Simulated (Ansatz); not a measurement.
C$_{2}$H$_{6}$Cl$_{2}$Si (SMILES C[Si](C)(Cl)Cl), singlet, geometry from GFN2-xTB; MP2/STO-3G in Ansatz (a program for electronic structure).

Ansatz was given this input:
Ansatz 0.2 input:
```yaml
crystal:
  periodic: [false, false, false]
  atoms:
    - {symbol: C, position_ang: [1.39412504, -1.53470091, -0.23312337]}
    - {symbol: Si, position_ang: [-0.02280346, -0.29923318, 0.05226009]}
    - {symbol: C, position_ang: [-1.59822436, -1.14354604, 0.70087042]}
    - {symbol: Cl, position_ang: [0.58008648, 1.10144890, 1.39720879]}
    - {symbol: Cl, position_ang: [-0.44748036, 0.63864468, -1.70111043]}
    - {symbol: H, position_ang: [1.11693539, -2.29088516, -0.96147875]}
    - {symbol: H, position_ang: [2.28529446, -1.03451143, -0.60339701]}
    - {symbol: H, position_ang: [1.66362802, -2.04466112, 0.68690871]}
    - {symbol: H, position_ang: [-2.39633076, -0.42253728, 0.85786579]}
    - {symbol: H, position_ang: [-1.96333966, -1.88823681, -0.00004098]}
    - {symbol: H, position_ang: [-1.41664703, -1.64201277, 1.64834648]}
basis:
  gaussian:
    orbitals: STO-3G
magnetization: {spin_polarized: false}
correlation: {method: mp2, electrons: outside_noble_gas}
accuracy: high
```

What the program printed (banner, timings and long lists left out):

```
Functional definition: HF
926 factors; integrals over basis functions are off by at most 2.8e-8 eV
mean field evaluation 1: about -34644.1034 eV, gradient 2.1e1 eV
mean field evaluation 2: about -34644.2295 eV, gradient 2.1e1 eV
mean field evaluation 4: about -34646.2701 eV, gradient 9.5e-1 eV
mean field evaluation 8: about -34646.2748 eV, gradient 2.6e-6 eV
mean field -34646.27483678 eV, -1273.2271161631 hartree, gradient 9.1e-8 eV, S^2 0.000000; 0 other end points of the search recorded, 0 dependent functions left out
17 core orbitals not correlated
reference -34646.27483678 eV, -1273.2271161631 hartree; 16, 16 occupied and 10, 10 virtual orbitals, 926 factors
second order -3.99523413 eV of doubles, -0.00000000 eV of singles
Total energy: -34650.27007091 eV, -1273.3739383092 hartree
```
